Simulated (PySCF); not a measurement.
Bond energies at CCSD(T)/def2-SVP beside a composite method

PySCF, lowest determinants of a PBE0 search. The composite is CCSD(T) extrapolated to the basis-set limit from two correlation-consistent sets, with core-valence (CV) and scalar-relativistic (SR) terms as its label shows; it has no spin–orbit coupling and nothing beyond (T).

```csv
species,state (unpaired electrons),De CCSD(T) (eV),De composite (eV),composite,dissociates to
P2,singlet (closed shell),4.03,5.05,CCSD(T)/CBS(TQ)+CV+SR,P + P
SiN⁺,triplet (π ↑↑),1.90,2.55,CCSD(T)/CBS(TQ)+CV+SR,Si⁺ + N
InO⁺,triplet (π ↑↑),0.23,0.19,CCSD(T)/CBS(DT),In⁺ + O
KH,singlet (closed shell),1.47,1.84,CCSD(T)/CBS(TQ),K + H
SbF,triplet (π ↑↑),3.29,4.12,CCSD(T)/CBS(DT),Sb + F
SbH,triplet (π ↑↑),2.28,2.62,CCSD(T)/CBS(DT),Sb + H
GeP,doublet (π ↑),2.64,3.28,CCSD(T)/CBS(DT),Ge + P
PS,doublet (π ↑),3.54,4.49,CCSD(T)/CBS(TQ)+SR,P + S
```

Problem. Does CCSD(T) bind more or less than the composite, by how much on average, and where is the difference largest?

Solution. CCSD(T)/def2-SVP binds less on average, method and basis taken together: the mean signed difference is -0.59 eV and the mean absolute one 0.60 eV; it is largest for P2 (-1.02 eV).

The molecules are drawn from runs that passed checks on state, spin purity and fit, so the hardest cases are missing and the errors look smaller than over all diatomics.

Correlated steps freeze the inner cores (4 to 14 orbitals); shallow outer-core shells are correlated. UHF and ROHF references stand side by side, which adds small steps between rows. Weak bonds: InO⁺. Basis-set superposition, not corrected here, can be much of De in a small basis, most of all at correlated wavefunction levels. Spin–orbit coupling is left out, which matters for elements this heavy, above all for dissociation energies. For an ion De counts to the pair picked by the measured ionisation energies or electron affinities, which need not be the lowest pair at this level. Where the molecule has an RHF reference, its open-shell atoms are computed with UHF. The CCSD T1 diagnostic is raised in KH, a sign that a single reference may not be enough there. States were picked by a PBE0 search and need not be the measured ground states.
